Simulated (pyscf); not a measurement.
# HO–Ga=AsH, singlet

Gas-phase minimum from PySCF at ωB97X-D3(BJ)/def2-SVP, one conformer. 

SMILES: [OH][Ga]=[AsH]
```xyz
5

O     -0.4440     0.0682    -1.0911
Ga     0.7390    -0.0644     0.2084
As     2.2122    -0.2285     1.8582
H     -0.2088    -0.3401    -1.9334
H      1.4427    -1.5276     2.1332
```
Charge 0, spin multiplicity 1.

Bond lengths (Å): O1–Ga2 1.762, O1–H4 0.965, Ga2–As3 2.218, As3–H5 1.535. Angles (°): Ga2–O1–H4 116.6, O1–Ga2–As3 179.4, Ga2–As3–H5 82.1.

Properties at ωB97X-D3(BJ)/def2-SVP:

| Item | Result |
|---|---|
| Harmonic wavenumbers, unscaled | 112, 118, 298, 323, 600, 712, 774, 2185, 3903 cm⁻¹ |
| Zero-point energy | 12.9 kcal/mol |
| Rotational symmetry number | 1 |
| Entropy of this conformer at 298 K and 1 atm, rigid rotor and harmonic oscillator, modes under 100 cm⁻¹ raised to 100 | 315.2 J/(mol K) |
| Dipole moment | 2.83 D |

Single-point totals, which compare only within one level (frozen core for MP2 and CC):

```
level                   total energy (hartree)
----------------------  ----------------------
ωB97X-D3(BJ)/def2-TZVP             -4237.12285
PBE/def2-TZVP                      -4236.51103
r²SCAN/def2-TZVP                   -4237.15796
B3LYP-D3(BJ)/def2-TZVP             -4237.31392
PBE0-D3(BJ)/def2-TZVP              -4236.61079
M06-2X/def2-TZVP                   -4237.18998
ωB97M-D3(BJ)/def2-TZVP             -4237.26936
HF/def2-TZVPP                      -4233.52897
MP2/def2-TZVPP                     -4234.25415
CCSD/def2-TZVPP                    -4234.25266
CCSD(T)/def2-TZVPP                 -4234.28439
```

Soft torsions are taken as harmonic, which can shift the entropy by several J/(mol K). The CCSD(T) − MP2 part came from Ansatz, without density fitting, on the same reference. The frozen core leaves the outer d or s,p core shells of the metals and heavy elements correlated in the MP2 and CC values, and def2-TZVPP describes them poorly, so these totals are far from the basis limit. Elements up to Kr have no core potential and no relativistic terms here.
